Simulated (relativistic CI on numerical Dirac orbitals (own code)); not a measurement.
Computed by Dirac-Coulomb-Breit CI, orbitals from a KLI potential per configuration, QED by a radiative potential, unscaled Slater integrals (own radial code, finite nucleus).

The strongest absorption lines from the ground level of an ion, among the configurations computed and to levels below about 661 eV (vacuum wavelength in nm, gf): 4.0120 (0.083), 4.2449 (0.43), 4.2477 (1.2), 4.3009 (0.56), 4.3502 (0.55), 5.3348 (0.26), 5.3518 (0.085), 5.8040 (0.29).

Task: Which ion is it?
A. In³⁴⁺
B. La⁴²⁺
C. La⁴⁴⁺
D. La⁴⁰⁺

Result: B. La⁴²⁺ has 15 electrons and the ground level 3s2 3p3 2P°_3/2; the strongest line goes to 3s2 3p2 3d 2D_3/2. The pattern of lines fixes the number of electrons, and along that sequence the line energies rise steadily with the charge (about as its square where n changes within one kind of shell, about linearly where n is kept but much faster in heavy ions where fine structure, which grows about as Z⁴, sets the gap, and irregularly where shells cross), which fixes Z. Configurations outside the model, such as inner-shell arrays, can give stronger lines. At this charge energies of transitions that change n are usually good to better than 1 %, and those within a shell (Δn = 0) to a few per cent.

LS names give the leading component of a level, which can be under half, so a name can repeat, a term be missing and a line seem to break the LS rules.
